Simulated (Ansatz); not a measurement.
Species: sum formula BNH, net charge -1, singlet state. It need not be the lowest isomer of its formula. Whether it binds its extra electron was not tested at this geometry. 
Geometry from a B3LYP-D3(BJ)/def2-TZVP (Ansatz, a quantum-chemistry and plane-wave program) optimisation:
```
B
N 1 1.2612
H 1 1.1843 2 180.00
```
Charge -1, spin multiplicity 1.

Basis-set convergence of Hartree-Fock and CCSD(T) correlation energies (hartree) with Ansatz. Valence correlation only, unless marked. Spin-orbit coupling is left out. No relativistic terms.

| basis | functions | E(HF) | E(corr, CCSD(T)) | rough core time |
|---|---|---|---|---|
| aug-cc-pVDZ | 55 | -79.68806 | -0.30111 | under 20 s |
| aug-cc-pVTZ | 115 | -79.70378 | -0.35076 | under 20 s |
| aug-cc-pVQZ | 206 | -79.70869 | -0.36619 | 26 s |

Extrapolating the two largest sets (X = 3 and 4) as X^-3: E(corr) = (64·(-0.36619) - 27·(-0.35076))/37 = -0.3774 Eh, an estimate of the basis-set limit. The largest set recovers 97.0 % of it, the smallest 79.8 %.
